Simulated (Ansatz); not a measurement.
`[BH2][AlH][CH2]OC` + `C=N` → `BN=C` + `CO[CH2][AlH2]` at 700 K and 1 bar (cleavage of the B–Al bond).

Computed with Ansatz on PBE0-D4/def2-TZVP structures; ΔE is electronic, products minus reactants. CCSD(T)/CBS is the MP2 limit (def2-TZVPP, def2-QZVPP) plus CCSD(T) − MP2 in def2-TZVPP, frozen cores. This one scheme is used for every species. Each species was taken in one conformer, which may not be the lowest.

| species | CCSD(T)/CBS energy (Eh) | H − E (kJ/mol) | S (J/(mol·K)) |
| --- | --- | --- | --- |
| `[BH2][AlH][CH2]OC` | -422.81168 | 339.7 | 487.3 |
| `C=N` | -94.52360 | 135.6 | 268.6 |
| `BN=C` | -119.93970 | 180.8 | 320.8 |
| `CO[CH2][AlH2]` | -397.45414 | 289.4 | 443.0 |

H − E and S are ideal-gas, rigid-rotor, harmonic terms from PBE0-D4/def2-TZVP, for one conformer and one mirror image of each species. 1 Eh = 2625.50 kJ/mol, R = 8.31446 J/(mol·K).

**Question.** By hand: ΔE, ΔH, ΔS and ΔG.

**Answer.** ΔE = (-119.93970) + (-397.45414) − (-422.81168) − (-94.52360) = -0.05856 Eh = -153.7 kJ/mol. Δ(H − E) = 180.8 + 289.4 − 339.7 − 135.6 = -5.1, so ΔH = -158.8 kJ/mol. ΔS = 320.8 + 443.0 − 487.3 − 268.6 = 7.9 J/(mol·K). ΔG = -158.8 − 700 × (7.9)/1000 = -164.3 kJ/mol.

**Question.** By hand: the equilibrium constant, and the temperature at which ΔG would vanish if ΔH and ΔS stayed fixed.

**Answer.** log₁₀ K = −ΔG/(RT ln 10) = 12.3. ΔH and −TΔS have one sign here, so there is no such temperature.

The number of gas molecules stays the same, so ΔS is small and ΔH decides. A doubt of 5 kJ/mol in ΔE shifts log₁₀ K by 0.4 here. Other conformers and mirror images would add mixing entropy, several J/(mol·K) or more a flexible species. These are equilibria of isolated gas molecules and say nothing of rates. Largest T1 diagnostic: 0.016 (customary marks: 0.02 for closed shells, 0.045 for open ones).

ΔS is within the doubt of such terms, so its sign, and with it that verdict, could turn.
